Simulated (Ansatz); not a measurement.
Steps of a relaxation of CH4ClOSSi, SMILES `CO[Si](S)Cl` radical with UKS PBE0-D4/def2-TZVP.

```sh
$ ansatz run in.yaml --threads 2 --pin off --events-out ev --progress --plain --max-ram 32768MiB --backend cuda --devices 0, --max-vram 18GiB
```

```yaml
crystal:
  periodic: [false, false, false]
  atoms:
    - {symbol: C, position_ang: [-0.491210, -1.389400, -0.553870]}
    - {symbol: O, position_ang: [0.222170, -0.779230, 0.481750]}
    - {symbol: Si, position_ang: [0.989140, 0.643750, 0.536520]}
    - {symbol: S, position_ang: [-0.330730, 2.098760, -0.411460]}
    - {symbol: Cl, position_ang: [1.251790, 0.938800, 2.515500]}
    - {symbol: H, position_ang: [-1.185890, -2.098330, -0.102840]}
    - {symbol: H, position_ang: [-1.048720, -0.652190, -1.134670]}
    - {symbol: H, position_ang: [0.194180, -1.923550, -1.214970]}
    - {symbol: H, position_ang: [0.399260, 3.161380, -0.115960]}
basis:
  gaussian: {orbitals: def2-TZVP}
magnetization: {spin_polarized: true, initial_magnetization: 1}
hamiltonian: {xc: pbe0, dispersion: d4}
relax: {f_tol: 0.005, max_steps: 150}
```

Positions (Å) and forces (eV/Å) along the path, 12 of 12 steps:

```xyz
9
step=1 energy=-34374.6485 eV
C    -0.491   -1.389   -0.554   -0.029   -0.066   -0.191
O     0.222   -0.779    0.482    0.089   -0.120    0.248
Si    0.989    0.644    0.537   -0.238    0.372   -0.666
S    -0.331    2.099   -0.411   -0.214   -0.689    0.025
Cl    1.252    0.939    2.515    0.179    0.269    0.712
H    -1.186   -2.098   -0.103   -0.044   -0.031   -0.075
H    -1.049   -0.652   -1.135   -0.114   -0.026   -0.107
H     0.194   -1.924   -1.215   -0.051   -0.072   -0.089
H     0.399    3.161   -0.116    0.421    0.361    0.143
9
step=2 energy=-34374.6890 eV
C    -0.488   -1.389   -0.571   -0.096   -0.045   -0.122
O     0.228   -0.786    0.477    0.073   -0.041    0.228
Si    0.925    0.678    0.575   -0.157    0.049   -0.248
S    -0.416    2.102   -0.344    0.649    0.263    0.258
Cl    1.257    1.023    2.575   -0.032    0.008    0.023
H    -1.138   -2.152   -0.133    0.033    0.040   -0.051
H    -1.109   -0.664   -1.110    0.041   -0.043    0.012
H     0.193   -1.871   -1.280   -0.036    0.042    0.037
H     0.547    3.058   -0.188   -0.475   -0.272   -0.137
9
step=3 energy=-34374.7020 eV
C    -0.491   -1.395   -0.570   -0.067   -0.014   -0.122
O     0.224   -0.797    0.485   -0.002   -0.005    0.146
Si    0.945    0.656    0.573    0.041    0.132   -0.057
S    -0.377    2.095   -0.326    0.164    0.207    0.037
Cl    1.260    1.012    2.577   -0.003   -0.017   -0.009
H    -1.157   -2.146   -0.140    0.023    0.022   -0.015
H    -1.094   -0.663   -1.119    0.023   -0.023    0.013
H     0.191   -1.886   -1.270   -0.007    0.019    0.019
H     0.499    3.124   -0.211   -0.171   -0.320   -0.011
9
step=4 energy=-34374.7066 eV
C    -0.492   -1.386   -0.570   -0.005    0.006   -0.069
O     0.212   -0.787    0.494   -0.002   -0.093    0.105
Si    0.950    0.658    0.573   -0.027    0.075   -0.018
S    -0.387    2.080   -0.321    0.085    0.135    0.018
Cl    1.273    1.010    2.577    0.008   -0.006   -0.028
H    -1.161   -2.138   -0.148    0.009    0.008   -0.003
H    -1.087   -0.656   -1.127    0.009   -0.001    0.006
H     0.200   -1.877   -1.261   -0.001    0.008    0.006
H     0.493    3.097   -0.218   -0.076   -0.133   -0.016
9
step=5 energy=-34374.7088 eV
C    -0.491   -1.383   -0.571    0.015    0.027   -0.037
O     0.205   -0.786    0.502   -0.018   -0.094    0.084
Si    0.939    0.662    0.581   -0.002    0.018   -0.025
S    -0.400    2.081   -0.309    0.029    0.085    0.017
Cl    1.282    1.007    2.583   -0.008   -0.008   -0.035
H    -1.157   -2.141   -0.157    0.006    0.001    0.004
H    -1.088   -0.652   -1.124    0.006    0.005    0.003
H     0.207   -1.864   -1.262    0.005    0.004    0.005
H     0.503    3.076   -0.242   -0.033   -0.037   -0.016
9
step=6 energy=-34374.7129 eV
C    -0.487   -1.380   -0.570    0.030    0.035    0.026
O     0.155   -0.794    0.546   -0.032    0.001   -0.010
Si    0.902    0.654    0.578    0.070   -0.019    0.049
S    -0.433    2.103   -0.266   -0.132   -0.099    0.017
Cl    1.328    1.003    2.562   -0.011   -0.004   -0.028
H    -1.166   -2.146   -0.195   -0.002   -0.019   -0.009
H    -1.061   -0.641   -1.135   -0.028   -0.001   -0.028
H     0.245   -1.843   -1.236   -0.001   -0.019    0.004
H     0.516    3.044   -0.283    0.106    0.126   -0.021
9
step=7 energy=-34374.7144 eV
C    -0.485   -1.374   -0.571    0.040    0.021    0.060
O     0.135   -0.792    0.563   -0.037    0.000   -0.079
Si    0.893    0.652    0.589    0.026   -0.027    0.073
S    -0.453    2.107   -0.227    0.052    0.058    0.000
Cl    1.346    0.993    2.568   -0.011   -0.017   -0.052
H    -1.165   -2.148   -0.214    0.014   -0.004   -0.007
H    -1.055   -0.635   -1.141   -0.012    0.002   -0.009
H     0.262   -1.828   -1.228   -0.011   -0.009    0.021
H     0.523    3.026   -0.338   -0.060   -0.025   -0.008
9
step=8 energy=-34374.7153 eV
C    -0.485   -1.377   -0.572   -0.025    0.010   -0.013
O     0.112   -0.777    0.560    0.034    0.009    0.055
Si    0.889    0.656    0.598   -0.055    0.011   -0.149
S    -0.455    2.130   -0.201    0.037   -0.029    0.027
Cl    1.360    0.971    2.568    0.008    0.003    0.089
H    -1.160   -2.156   -0.217   -0.007    0.004    0.005
H    -1.055   -0.650   -1.157   -0.001   -0.017   -0.018
H     0.272   -1.835   -1.214    0.013    0.013    0.003
H     0.522    3.037   -0.365   -0.004   -0.003    0.001
9
step=9 energy=-34374.7159 eV
C    -0.485   -1.376   -0.572    0.011    0.001    0.012
O     0.110   -0.776    0.563   -0.001   -0.003   -0.018
Si    0.891    0.656    0.593   -0.018   -0.008   -0.019
S    -0.455    2.128   -0.199    0.005    0.008    0.004
Cl    1.362    0.966    2.569    0.006    0.005    0.015
H    -1.164   -2.152   -0.217   -0.001    0.002    0.003
H    -1.052   -0.649   -1.161   -0.001    0.001   -0.003
H     0.275   -1.835   -1.209    0.000    0.003    0.004
H     0.518    3.039   -0.367   -0.001   -0.009    0.003
9
step=10 energy=-34374.7160 eV
C    -0.485   -1.378   -0.572    0.005   -0.004    0.003
O     0.104   -0.774    0.563    0.005    0.008   -0.006
Si    0.885    0.658    0.590   -0.018   -0.004    0.005
S    -0.459    2.137   -0.188    0.010   -0.002   -0.004
Cl    1.366    0.967    2.564    0.006   -0.004    0.002
H    -1.165   -2.153   -0.218   -0.002    0.000   -0.001
H    -1.049   -0.654   -1.168    0.001    0.001    0.001
H     0.279   -1.839   -1.204   -0.002    0.000    0.001
H     0.523    3.036   -0.367   -0.006    0.003   -0.001
9
step=11 energy=-34374.7159 eV rejected
C    -0.485   -1.379   -0.572    0.000   -0.003    0.001
O     0.100   -0.772    0.564   -0.005    0.015    0.000
Si    0.880    0.660    0.591    0.030   -0.011    0.007
S    -0.461    2.141   -0.188   -0.002    0.006    0.007
Cl    1.375    0.962    2.564   -0.015    0.001   -0.017
H    -1.166   -2.153   -0.220    0.000    0.000   -0.003
H    -1.046   -0.657   -1.173    0.002    0.001    0.003
H     0.282   -1.841   -1.199   -0.002   -0.002    0.002
H     0.522    3.039   -0.368   -0.007   -0.007    0.002
9
step=12 energy=-34374.7160 eV
C    -0.485   -1.378   -0.572    0.000   -0.001   -0.001
O     0.102   -0.772    0.563    0.003    0.004    0.000
Si    0.884    0.658    0.590   -0.002   -0.001    0.001
S    -0.459    2.138   -0.188   -0.001   -0.001    0.000
Cl    1.370    0.964    2.564    0.000    0.000    0.000
H    -1.167   -2.152   -0.219   -0.001    0.000    0.000
H    -1.046   -0.655   -1.171    0.001    0.000    0.000
H     0.280   -1.842   -1.201    0.000    0.000    0.001
H     0.520    3.039   -0.367    0.000    0.000    0.000
```

Run time 32 s (2 threads of an AMD EPYC 7R13 on a shared host and a share of an NVIDIA H100 80 GB); peak host memory 0.9 GiB.
